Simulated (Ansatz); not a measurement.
`NC[SiH](N)F` → `[CH2]` (triplet) + `N[SiH](N)F`  (formal loss of a carbene)

Gas-phase electronic energies from Ansatz, PBE0-D4/def2-TZVP geometries. CBS: MP2 limit from def2 TZ/QZ plus the TZ coupled-cluster correction, frozen cores. This one scheme is used for every species. DFT in def2-TZVPP. Triplets are unrestricted, without spin–orbit coupling. Each species was taken in one conformer, which may not be the lowest.

CCSD(T)/CBS gives +317.4 kJ/mol.

Question: Another level gave +316.2 kJ/mol. Which?
A. ωB97X-V/def2-TZVPP
B. PBE0-D4/def2-TZVPP
C. B2PLYP/def2-TZVPP
D. PBE0/def2-TZVPP

Answer: D. PBE0 316.2, B2PLYP 308.0, ωB97X-V 334.3, PBE0-D4 322.2 kJ/mol.

Largest T1 diagnostic among the species: 0.011.

Leaving LDA and LC-ωPBE aside and taking each functional with its dispersion term where it has one, the values, not all of them listed here, spread over 45.4 kJ/mol, from r2SCAN0-D4 to PBE-D4. LDA lies +69.9 kJ/mol from PBE without D4. In def2-TZVPP, CCSD(T) changes the Hartree–Fock value by +143.5 kJ/mol (the triples alone add +12.3 kJ/mol) and MP2 by +151.5 kJ/mol.
